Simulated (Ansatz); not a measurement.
Geometry optimisation, Ansatz, UKS PBE-D4/def2-SVP.

The input (input.yaml):

```yaml
crystal:
  periodic: [false, false, false]
  atoms:
    - { symbol: Si, position_ang: [0.002507, 0.0032, -0.29973] }
    - { symbol: F, position_ang: [-0.049448, -0.086147, 2.483592] }
    - { symbol: Cl, position_ang: [1.974351, -0.00053, -0.922457] }
    - { symbol: Cl, position_ang: [-0.986741, 1.709084, -0.922054] }
    - { symbol: F, position_ang: [-0.743865, -1.289377, -0.958169] }
    - { symbol: F, position_ang: [0.059697, 0.10447, 3.790719] }
magnetization:
  spin_polarized: true
  initial_magnetization: 1
basis:
  gaussian: { orbitals: def2-SVP }
hamiltonian:
  xc: pbe
  dispersion: d4
relax:
  f_tol: 0.03
  max_steps: 50
```

Launched with:

```bash
$ ansatz run input.yaml --threads 4 --pin off --max-ram 5120MiB --backend cpu --events-out ev --progress --plain --runs-dir out
```

Q: Where does it end, and by what steps?

A: It converged. The force dipped under the threshold on the way, but the program's further checks kept it going. After 36 steps the energy has fallen by 6.464 eV; F6 moved furthest, 2.14 Å. Parted: Si1–Cl3 (2.07 → 3.18 Å). Joined: Si1–F2 (2.79 → 1.60 Å), Si1–F6 (4.09 → 1.61 Å).

| step | energy less start (eV) | largest force component (eV/Å) | accepted |
| --- | --- | --- | --- |
| 0 | 0.0000 | 5.555 | yes |
| 2 | -0.9249 | 5.326 | yes |
| 4 | -3.5604 | 5.849 | yes |
| 6 | -4.3390 | 0.689 | yes |
| 8 | -4.3714 | 0.052 | yes |
| 10 | -4.3822 | 0.177 | yes |
| 12 | -4.4087 | 0.367 | yes |
| 14 | -4.4607 | 0.197 | yes |
| 16 | -4.4724 | 0.039 | yes |
| 18 | -4.4929 | 0.113 | yes |
| 20 | -4.5327 | 0.122 | yes |
| 22 | -4.5544 | 0.147 | yes |
| 24 | -4.5651 | 0.134 | yes |
| 26 | -5.0157 | 2.794 | yes |
| 28 | -5.9851 | 2.118 | yes |
| 30 | -6.3603 | 0.277 | yes |
| 32 | -6.4014 | 0.150 | yes |
| 34 | -6.4514 | 0.168 | yes |
| 36 | -6.4642 | 0.017 | yes |

```xyz
6
Properties=species:S:1:pos:R:3
Si -0.201 -0.059 1.002
F 1.212 0.320 1.654
Cl 1.541 0.381 -1.626
Cl -0.774 1.330 -0.414
F -0.204 -1.543 0.399
F -1.318 0.011 2.157
```

Whether the end is a true minimum wasn't checked by a vibrational analysis.

The run took 76 s on 4 threads of Arm Neoverse V1 (shared host), peak memory 0.22 GiB.
